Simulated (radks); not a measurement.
Values are calculated unless marked as measured or tabulated.
Q: All-electron atom: Au2+ in [Xe] 4f14 5d9 (the NIST ground configuration). Code: a radial shooting solver on a logarithmic mesh with Libxc functionals. Model: scalar-relativistic Kohn-Sham, PBEsol, spin-polarised, spherical densities, finite nucleus; open shells are filled with parallel spins first (spin-orbit coupling, left out, can overturn this in heavy ions); Fermi nuclear charge, rms radius 5.4371 fm. Some entries of the table are withheld. Estimate them.

| orbital | occ. | eigenvalue (hartree) | <r> (bohr) | <r^2> (bohr^2) |
|---|---|---|---|---|
| 1s down | 1 | -2966.947 | 0.01687 | 0.0003935 |
| 1s up | 1 | -2966.947 | 0.01687 | 0.0003935 |
| 2s up | 1 | -524.1968 | 0.07115 | 0.005999 |
| 2s down | 1 | -524.1941 | 0.07115 | 0.005999 |
| 2p up | 3 | -453.4985 | 0.06425 | 0.005048 |
| 2p down | 3 | -453.4963 | 0.06425 | 0.005048 |
| 3s up | 1 | -124.3285 | 0.1839 | 0.03869 |
| 3s down | 1 | -124.3273 | 0.1839 | 0.03869 |
| 3p up | 3 | -103.8115 | 0.1852 | 0.03976 |
| 3p down | 3 | -103.8102 | 0.1852 | 0.03976 |
| 3d up | 5 | -81.83929 | 0.1677 | 0.03293 |
| 3d down | 5 | -81.83727 | 0.1677 | 0.03293 |
| 4s up | 1 | -27.59638 | 0.4072 | 0.1871 |
| 4s down | 1 | -27.59370 | 0.4072 | 0.1871 |
| 4p up | 3 | -20.86491 | 0.4337 | 0.2138 |
| 4p down | 3 | -20.86235 | 0.4337 | 0.2137 |
| 4d up | 5 | -12.77093 | 0.4585 | 0.2429 |
| 4d down | 5 | -12.76794 | 0.4585 | 0.2429 |
| 5s up | 1 | -4.78569 | 0.9264 | 0.9628 |
| 5s down | 1 | -4.76781 | 0.9255 | 0.9609 |
| 4f up | 7 | -3.78380 | 0.4988 | 0.3017 |
| 4f down | 7 | -3.77958 | 0.4984 | 0.3011 |
| 5p up | 3 | (1) | 1.069 | 1.292 |
| 5p down | 3 | (2) | 1.068 | 1.290 |
| 5d up | 5 | -1.01719 | 1.493 | (3) |
| 5d down | 4 | -0.99311 | 1.498 | (4) |

A: 
(1) 5p up eigenvalue (hartree): -2.99904
(2) 5p down eigenvalue (hartree): -2.97725
(3) 5d up <r^2> (bohr^2): 2.607
(4) 5d down <r^2> (bohr^2): 2.626
